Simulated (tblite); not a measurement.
Compound: C₅H₁₁FOSi.
Structure used (GFN2-xTB), in Å, numbered top down from 1:
```xyz
19
C5H11FOSi angstrom
C     -1.1495    1.6892    0.9745
Si    -1.0380    0.4263   -0.4377
C     -1.5956   -1.3089    0.0993
C      0.7375    0.3830   -1.1782
C      1.6287   -0.7084   -0.6109
F      2.8254   -0.7686   -1.3090
C      1.9427   -0.4911    0.8430
O      1.1157   -0.3772    1.7019
H     -0.7857    2.6640    0.6620
H     -0.5667    1.3760    1.8349
H     -2.1774    1.8138    1.3000
H     -1.8898    0.8716   -1.5597
H     -1.0490   -1.6466    0.9743
H     -1.4550   -2.0403   -0.6915
H     -2.6505   -1.3067    0.3549
H      0.6769    0.2208   -2.2544
H      1.2339    1.3428   -1.0326
H      1.1612   -1.6945   -0.7354
H      3.0254   -0.4359    1.0571
```

Level: GFN2-xTB in tblite, geometry and Hessian alike; calculated harmonic values, unscaled, isolated species. This tight-binding method is rough: wavenumbers can miss measured ones by several per cent, in bad cases by 10 to 20. Modes of hydrogen on silicon can be 10 to 20 % off. One conformer, not necessarily the lowest.

Harmonic wavenumbers (cm⁻¹): 53.9, 71.8, 96.0, 125.9, 134.5, 151.1, 162.8, 195.7, 197.9, 313.4, 333.7, 378.3, 546.6, 613.8, 660.6, 665.4, 741.4, 754.8, 770.4, 808.4, 843.1, 847.6, 864.3, 873.4, 957.9, 1015.6, 1094.4, 1121.8, 1233.0, 1253.5, 1271.1, 1353.1, 1368.7, 1372.0, 1474.5, 1480.8, 1481.3, 1481.8, 1489.1, 1795.2, 2147.6, 2803.5, 2896.0, 2992.4, 3004.8, 3033.7, 3038.0, 3048.7, 3049.4, 3052.3, 3055.0.

A = 2313, B = 1101, C = 998.2 MHz; mass 134.056 u (most abundant isotopes); point group C1, symmetry number 1.

Task: Zero-point energy?

Result: Half the sum of the wavenumbers: 32285 cm⁻¹ = 386.21 kJ/mol.

Task: What is S at 200 K and 1 bar for an ideal gas of classical rigid rotors and harmonic oscillators?

Result: Translation 161.65, rotation 117.30, vibration 99.52: S = 378.5 J/(mol K).

Task: And Cp and H(200 K) − H(0)?

Result: Cp = 133.78 J/(mol K), of which vibrations give 100.52 (their classical limit is 51 R = 424.0); H(200 K) − H(0) = 17.54 kJ/mol without the zero-point energy, 10.88 from vibrations.

Task: Blend soft modes into free rotors: weight 1/[1 + (100 cm⁻¹/ν̃)⁴] for the oscillator and the rest for a rotor with moment μB/(μ + B), μ = h/(8π²ν), B = 10⁻⁴⁴ kg m². What vibrational entropy results?

Result: 94.46 J/(mol K) in place of 99.52, which changes −T·S at 200 K by +1.01 kJ/mol.

Task: What must be added to the electronic energy to get the Gibbs energy at 200 K and 1 bar?

Result: ZPE + [H(200 K) − H(0)] − T·S = 386.21 + 17.54 − 75.69 = 328.06 kJ/mol.

Task: Which modes carry the vibrational entropy at 200 K?

Result: 53.9 cm⁻¹: 16.24; 71.8 cm⁻¹: 13.90; 96.0 cm⁻¹: 11.56; 125.9 cm⁻¹: 9.42; 134.5 cm⁻¹: 8.91; 151.1 cm⁻¹: 8.02 J/(mol K); the other 45 give 31.48 together.

Hindered rotation and anharmonicity are outside this model. Other conformers, if any are populated, would add a mixing term that is left out. The structure is chiral; the term R ln 2 for an equal mix with its mirror image is left out.
